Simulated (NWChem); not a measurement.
System: C$_{3}$H$_{5}$BO$_{2}$; SMILES C=C1CB(O)O1

```xyz
11

C     -0.2366     2.2938     0.0000
C      0.0172     0.9905     0.0000
C      1.2325     0.0904     0.0000
B      0.0642    -0.9776     0.0000
O     -0.0788    -2.3095     0.0000
O     -0.9474    -0.0216     0.0000
H      0.5870     3.0080     0.0000
H     -1.2640     2.6622     0.0000
H      1.8642     0.1604    -0.8974
H      1.8642     0.1604     0.8974
H     -1.0030    -2.5858     0.0000
```
Atoms are numbered in this order, from 1.

STO-3G and 3-21G are far too small for this property and stand as cheap habits. Structure relaxed at the PBE0/def2-SVP level.

Task: Give the principal values of the shielding tensors (ppm) of C1, C2, C3, B4, O5 from Hartree-Fock/STO-3G, GIAO (NWChem), with their diamagnetic and paramagnetic parts as GIAO splits them.

Result: 
| atom | σ11 | σ22 | σ33 | isotropic | diamagnetic | paramagnetic |
|---|---|---|---|---|---|---|
| C1 | 47.9 | 174.1 | 225.7 | 149.2 | 254.3 | -105.1 |
| C2 | 15.1 | 119.2 | 169.9 | 101.4 | 256.4 | -155.0 |
| C3 | 211.8 | 212.1 | 241.4 | 221.8 | 245.9 | -24.1 |
| B4 | 78.9 | 95.3 | 121.7 | 98.6 | 201.3 | -102.7 |
| O5 | 251.4 | 311.9 | 412.7 | 325.3 | 377.3 | -52.0 |
